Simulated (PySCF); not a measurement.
## Simulated absorption spectrum

Species: C2H6O2Si.
Bonds: C1–C2, C2–O3 (double), C2–O4, O4–Si5. Hydrogens: H6, H7, H8 on C1; H9, H10, H11 on Si5.

Method used: PySCF 2.14.0, density-fitted response routines, TDDFT PBE0/def2-SVPD, vertical, gas phase, core orbitals frozen in the response. The structure is a single PBE0-D3(BJ)/def2-SVP conformer in the gas phase; no vibrational or solvent corrections. Torsions of this conformer, `[CH3:1][C:2](=[O:3])[O:4][SiH3:5]`: C1–C2–O4–Si5 180°.

Each state is given a Gaussian of 0.5 eV full width at half maximum, with ε(max) = 2.175×10⁸ f / Δν̃ (Δν̃ the width in cm⁻¹). The width is an assumption, not a result. The curve ends short of the highest state used, and states not computed would add to its high-energy end.

E (eV), ε (L mol⁻¹ cm⁻¹) and a bar:
```
     5.11          0 
     5.25          1 
     5.38          3 
     5.52         10 
     5.65         22 
     5.78         34 
     5.92         35 
     6.05         24 
     6.19         11 
     6.32          4 
     6.46          4 
     6.59         22 
     6.73        124 #
     6.86        424 ##
     7.00       1049 #####
     7.13       1652 ########
     7.27       1791 #########
     7.40       1411 #######
     7.54       1143 ######
     7.67       1671 ########
     7.81       3179 ###############
     7.94       4953 ########################
     8.07       6205 ##############################
     8.21       6093 #############################
```

Question: Locate the maxima and give the states behind the curve.

Answer: 212 nm (5.86 eV), ε about 36, made up of S1 (100%); 172 nm (7.23 eV), ε about 1800, made up of S2 (99%); 152 nm (8.13 eV), ε about 6400, made up of S4 (15%), S6 (57%) and S7 (24%) (ε in L mol⁻¹ cm⁻¹; maxima over ε = 5, shares over 10%). The states used: S1 5.86 eV (f 0.0007); S2 7.22 eV (f 0.034); S3 7.87 eV (f 0.0019); S4 7.89 eV (f 0.032); S5 8.11 eV (f 0.0015); S6 8.13 eV (f 0.067); S7 8.25 eV (f 0.033); S8 8.45 eV (f 0.0088); S9 8.74 eV (f 0.024); S10 8.81 eV (f 0.024).

Question: On this curve, what absorbance would a 10⁻⁵ mol/L sample give at 222 nm over a 1 cm path?

Answer: 222 nm is 5.585 eV, where ε is about 16 L mol⁻¹ cm⁻¹, so A = ε c l ≈ 0.00016 (Beer–Lambert, with the gas-phase spectrum and the assumed width).

Question: What would ε be at 8.13 eV, the highest of these maxima, with half the width (0.25 eV)?

Answer: About 9510 L mol⁻¹ cm⁻¹ against 6370, a factor of about 1.5; a lone state at its own centre would give exactly 2.

Question: Coming from long wavelengths, where does ε first pass 100 L mol⁻¹ cm⁻¹?

Answer: At about 185 nm (6.71 eV), 0.85 eV above S1.

The vertical ionisation energy (ΔSCF) is 10.57 eV, 1.76 eV above S10.
